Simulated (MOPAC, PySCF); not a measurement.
Constitutional and geometric isomers with formula CH2B2. Isolated molecules, 0 K electronic values unless said otherwise. Strings in code marks are SMILES.

Quantity: vertical ionisation energy (energy after one electron is removed minus that of the parent at the parent's geometry), in eV.

Level 1: B3LYP-D3(BJ)/def2-TZVP (PySCF)
Level 2: PBE-D3(BJ)/def2-TZVP // B3LYP-D3(BJ)/def2-TZVP (PySCF)
Level 3: minus the HOMO energy of HF/STO-3G // B3LYP-D3(BJ)/def2-TZVP (PySCF)
Level 4: minus the HOMO energy of PM3 // B3LYP-D3(BJ)/def2-TZVP (MOPAC)

```
species   level 1  level 2  level 3  level 4
--------  -------  -------  -------  -------
`B1=CB1`    10.69    10.61     8.52    12.17
`B=C=B`      9.90    10.05     7.20    11.29
```
